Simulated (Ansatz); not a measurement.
**Question.** Predict a relaxed structure of Se₃⁺ (the lowest doublet isomer of a short search), charge 1, doublet, at r2SCAN-D4/def2-TZVP (Ansatz).

**Answer.** 
```xyz
3

Se   -0.077    0.840    1.093
Se    0.589    0.441   -1.059
Se   -0.512   -1.281   -0.034
```
Point group C2v (tolerance 0.1 Å). This is one stationary point.

The relaxation made no stability test and no search for a lower SCF solution. The structure comes from a short search, and lower isomers may exist.
